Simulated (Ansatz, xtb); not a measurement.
**Ranking isomers of F2GeH5NSi**

4 gas-phase structures of F2GeH5NSi, found in a search over its isomers (lower ones may exist). Each was relaxed with GFN2-xTB; where two conformers were screened, the lower at r2SCAN-D4/def2-SVP is listed:

A. `F[SiH](F)[NH][GeH3]`, a singlet
B. `N[Si@H](F)[GeH2][F]`, a singlet
C. `N[Si](F)(F)[GeH3]`, a singlet
D. `F[SiH2][NH][GeH2][F]`, a singlet

**Question.** Which do you expect lowest at r2SCAN-D4/def2-SVP, and how would the others follow?

**Answer.** Calculated order at r2SCAN-D4/def2-SVP: A (0.0), C (0.9), D (18.8), B (26.5) kcal/mol. Less than 1 kcal/mol parts A and C, so the order within that pair means little.

Energies above the lowest of each column, in kcal/mol; the last columns are at PBE0-D3(BJ)/def2-SVP geometries and were run for some of them only (a dash: not run or not comparable):

| structure | GFN2-xTB | HF/STO-3G | r2SCAN-D4/def2-SVP | PBE0-D3(BJ)/def2-SVP | CCSD(T)/def2-SVP + ΔMP2/def2-TZVPP |
| --- | --- | --- | --- | --- | --- |
| A | 0.0 | 0.0 | 0.0 | 0.7 | 0.0 |
| C | 9.2 | 3.8 | 0.9 | 0.0 | 2.6 |
| D | 4.7 | 14.4 | 18.8 | 17.5 | 19.3 |
| B | 10.6 | 29.7 | 26.5 | – | – |

CCSD(T)/def2-SVP + ΔMP2/def2-TZVPP puts A lowest of those it was run on; PBE0-D3(BJ)/def2-SVP picks C. Flexible structures stand in one conformer each, not always the lowest. Frequencies (PBE0-D3(BJ)/def2-SVP) were run for A, C, D alone. The ΔMP2 step shifts differences by up to 4.6 kcal/mol, which makes them less sure. ΔMP2 is the change of the MP2 energy from the smaller to the larger basis.

Over these structures GFN2-xTB departs from r2SCAN-D4/def2-SVP by 9.6 kcal/mol on average once a common shift is removed. A GFN2-xTB relaxation took about 0.24 s and the r2SCAN-D4/def2-SVP energy about 2.2 s on a shared host (Ansatz 0.2.0, xtb 6.7.1).
